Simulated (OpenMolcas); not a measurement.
**Ar4+: effect of the basis set**

| Quantity | Value |
| --- | --- |
| Program | OpenMolcas 26.06 |
| Method | RASSCF |
| Active space | 2 electrons in 9 orbitals (RAS2 3p; RAS3 3d 4s, at most 1 electron) |
| State averaging | 2S+1 = 3 even, 3 roots; 2S+1 = 1 even, 6 roots; 2S+1 = 3 odd, 18 roots; 2S+1 = 1 odd, 18 roots |
| Spin-orbit coupling | state interaction with AMFI integrals over the reference wave functions, term energies averaged over their components |

A. ANO-RCC-VQZP [6s5p3d2f1g], DKH2, point nucleus; cost roughly 13 core-seconds
B. ANO-R3 [6s5p4d2f1g], X2C, finite nucleus; cost about 27 core-seconds
C. ANO-RCC [8s7p5d4f2g], DKH2, point nucleus; cost roughly 50 core-seconds

Energies in cm⁻¹ above 3s² 3p² ³P₀, the measured ground level; measured values from Saloman, J. Phys. Chem. Ref. Data 39, 033101 (2010).

```json
{"Level": "3s² 3p² ³P₀", "A": "0.0", "B": "0.0", "C": "0.0", "Measured": "0.0"}
{"Level": "3s² 3p² ³P₁", "A": "689", "B": "694", "C": "696", "Measured": "763"}
{"Level": "3s² 3p² ³P₂", "A": "1890", "B": "1903", "C": "1908", "Measured": "2029"}
{"Level": "3s² 3p² ¹D₂", "A": "19526", "B": "19463", "C": "19545", "Measured": "16299"}
{"Level": "3s² 3p² ¹S₀", "A": "46614", "B": "46468", "C": "46643", "Measured": "37912"}
{"Level": "3s² 3p 3d ³F°₂", "A": "196355", "B": "184638", "C": "187913", "Measured": ""}
{"Level": "3s² 3p 3d ³F°₃", "A": "197063", "B": "185378", "C": "188642", "Measured": ""}
{"Level": "3s² 3p 3d ³F°₄", "A": "197967", "B": "186313", "C": "189567", "Measured": ""}
{"Level": "3s² 3p 3d ¹D°₂", "A": "203411", "B": "191165", "C": "194708", "Measured": ""}
{"Level": "3s² 3p 3d ³P°₂", "A": "221951", "B": "211007", "C": "214242", "Measured": ""}
{"Level": "3s² 3p 3d ³P°₁", "A": "222562", "B": "211583", "C": "214837", "Measured": ""}
{"Level": "3s² 3p 3d ³P°₀", "A": "222948", "B": "211953", "C": "215216", "Measured": ""}
{"Level": "3s² 3p 3d ³D°₁", "A": "226723", "B": "215573", "C": "218899", "Measured": ""}
{"Level": "3s² 3p 3d ³D°₂", "A": "227015", "B": "215884", "C": "219203", "Measured": ""}
{"Level": "3s² 3p 3d ³D°₃", "A": "227250", "B": "216149", "C": "219456", "Measured": ""}
{"Level": "3s² 3p 3d ¹P°₁", "A": "258912", "B": "249604", "C": "252422", "Measured": ""}
{"Level": "3s² 3p 3d ¹F°₃", "A": "264492", "B": "255381", "C": "258254", "Measured": "245328"}
{"Level": "3s² 3p 4s ³P°₀", "A": "296219", "B": "302775", "C": "295878", "Measured": "295731"}
{"Level": "3s² 3p 4s ³P°₁", "A": "296731", "B": "303297", "C": "296393", "Measured": "296231"}
{"Level": "3s² 3p 4s ³P°₂", "A": "298141", "B": "304700", "C": "297811", "Measured": "297878"}
{"Level": "3s² 3p 4s ¹P°₁", "A": "303369", "B": "310357", "C": "303039", "Measured": "301290"}
```

Deviations, from unrounded energies. A percentage is the sum of absolute deviations over the sum of measured energies, with the sign that they share, or ± where signs differ.

```
                        Against measurement  Levels      A      B      C
             mean absolute deviation (cm-1)       9   3800   5800   3000
      fine structure of the ground term (%)       2   -7.7   -7.0   -6.7
other terms of the ground configuration (%)       2  +22.0  +21.6  +22.1
                   other configurations (%)       5   +1.6   +2.8   ±1.0
```

C lies closest to measurement on these levels and B furthest from it. The largest miss of C in the table is 3s² 3p 3d ¹F°₃, by +13000 cm-1. The ranking rests on the paired levels alone, and a cruder setting can come out closer through cancelling errors.

Among A to C the level of the table that moves most is 3s² 3p 3d ¹D°₂, by 12000 cm-1 (lowest in B, highest in A).

ANO sets are built for valence states and can reach diffuse excited orbitals poorly, and with the s shell closed the s pⁿ⁺¹ terms that mix with these levels are absent. With the s shell closed, the reference lacks s² → p² mixing. Computed and measured levels are paired by configuration, term and J; levels that our copy of the source lacks, or whose pairing is in doubt (as where it misses far off the trend of its configuration), stay unpaired and out of the deviations. Levels of configurations outside the active space are missing.

° marks odd parity.
